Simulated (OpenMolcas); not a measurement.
## Mn IV: the spin-orbit constant, Racah parameters, worked from levels

| Property | Result |
| --- | --- |
| Program | OpenMolcas |
| Basis | ANO-RCC-VDZP [5s4p2d1f] |
| Scalar Hamiltonian | DKH2, point nucleus |
| Active space | 4 electrons in 5 orbitals (3d) |
| State averaging | 2S+1 = 5 even, 5 roots; 2S+1 = 3 even, 45 roots; 2S+1 = 1 even, 50 roots |
| Spin-orbit coupling | state interaction with AMFI integrals over the reference wave functions, term energies averaged over their components |

Methods: CASSCF; MS-CASPT2, IPEA 0.25 Eh, imaginary shift 0.1 Eh (closed shells correlated: 3s 3p). Measured levels: Corliss and Sugar, J. Phys. Chem. Ref. Data 6, 1253 (1977).

**The spin-orbit constant.** For the Hund term ⁵D of d4, E(J) = (A/2) J(J+1) + constant and ζ = 2S·A = 4A. From J = 0 to J = 4 the energy changes by 10 A.

| Source | E(4) - E(0) | A | ζ |
| --- | --- | --- | --- |
| CASSCF | 981.1 | 98.1 | 392 |
| MS-CASPT2 | 984.5 | 98.5 | 394 |
| measured | 885.8 | 88.6 | 354 |

All in cm-1. MS-CASPT2 is off by +11.1 % and CASSCF by +10.8 %. Both methods take the spin-orbit matrix elements from the reference wave functions, so the second can move ζ only through the term energies and any multistate remixing. Second-order mixing with other terms is absorbed into this ζ.

**Racah parameters.** Above ⁵D, d4 has ³G at 9B + 4C, ³H at 4B + 4C and ³D at 16B + 4C. The first two fix B and C, and the third tests them; where it misses by thousands of cm-1, two parameters do not describe the configuration (Trees and configuration-interaction terms are left out) and B and C hang on the terms chosen. Term energies are centres of gravity, weighted by 2J + 1.

| Source | ³G | ³H | B | C | C/B | ³D from B, C | ³D found |
| --- | --- | --- | --- | --- | --- | --- | --- |
| CASSCF | 29588 | 23375 | 1243 | 4601 | 3.70 | 38292 | 38073 |
| MS-CASPT2 | 26814 | 22386 | 886 | 4711 | 5.32 | 33020 | 32820 |
| measured | 25153 | 20960 | 839 | 4401 | 5.25 | 31028 | 30911 |

Energies in cm-1. From CASSCF to MS-CASPT2, B changes by -28.7 % and C by +2.4 %. Against the measured terms, MS-CASPT2 has B off by +5.6 % and C by +7.0 %.

CASPT2 breaks the degeneracy within a term, and the mean is taken; among the terms shown or strongly mixed into the levels shown the widest spread is 240 cm-1 (3d⁴ ³H, MS-CASPT2). The basis is small and was not contracted for so high a charge. Without dynamic correlation excited terms often stand tens of per cent too high (terms of higher spin than the ground term too low), and those without a measured partner can miss by more than the paired ones (holds for CASSCF). Measured partners are found by configuration, term and J. A level has none where our copy of the source lacks it or the pairing is in doubt (some pairs that miss far off the trend of their configuration count as doubtful), and it then counts in no deviation. Only configurations of the active space appear.
